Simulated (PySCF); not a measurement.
PySCF input:

```python
from pyscf import gto, scf, dft

mol = gto.M(
    atom='''
    Al   -0.00000000   -0.00000000    0.00000000
    H     1.18628562   -0.23122513    1.10967411
    H    -1.18184267    0.93461622    0.64950418
    H    -0.62889981   -1.45058930   -0.43862396
    H     0.62445686    0.74719821   -1.32055432
    ''',
    basis='def2-tzvpd',
    charge=-1,
    spin=0,
    verbose=4,
)

mf = dft.RKS(mol, xc='tpssh').density_fit(auxbasis='def2-universal-jkfit')
mf.grids.level = 3
mf.conv_tol = 1e-9
mf.max_cycle = 100
mf.max_memory = 1500
mf.kernel()
if not mf.converged:
    mf = mf.newton()
    mf.kernel(mf.make_rdm1())
mf.analyze()
```

Problem. Which total energy does the run end on?

Solution. -244.87851 Eh (TPSSh/def2-TZVPD).
